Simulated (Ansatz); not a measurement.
Two isomers of C3H8OSi: A = `C=C([SiH3])OC`, B = `CC[Si]OC`.

Isolated molecules relaxed with PBE0-D4/def2-TZVP in Ansatz; ΔE leaves out vibrations. CCSD(T)/CBS is the MP2 limit (def2-TZVPP, def2-QZVPP) plus CCSD(T) − MP2 in def2-TZVPP, frozen cores. DFT in def2-TZVPP. B3LYP here is the variant with VWN-RPA as its local correlation; programs differ in this. One conformer a species, not always the lowest.

Question: Which is lower in electronic energy at CCSD(T)/CBS, and by how much? (Best estimate.)

Answer: Computed: B, by 22.2 kcal/mol.

Question: Give E(B) − E(A) in kcal/mol with B2PLYP, MP2/def2-TZVPP, PBE-D4, CCSD(T)/def2-TZVPP, B3LYP-D4, CCSD/def2-TZVPP, PBE0-D4. (An estimate is asked.)

Answer: Computed: B2PLYP -21.0, MP2/def2-TZVPP -21.9, PBE-D4 -21.0, CCSD(T)/def2-TZVPP -21.9, B3LYP-D4 -21.2, CCSD/def2-TZVPP -22.6, PBE0-D4 -21.5. None reverses the order clearly.

Largest T1 diagnostic: 0.013.

In def2-TZVPP, CCSD(T) changes the Hartree–Fock value by −3.7 kcal/mol (the triples alone add +0.7 kcal/mol) and MP2 by −3.7 kcal/mol.
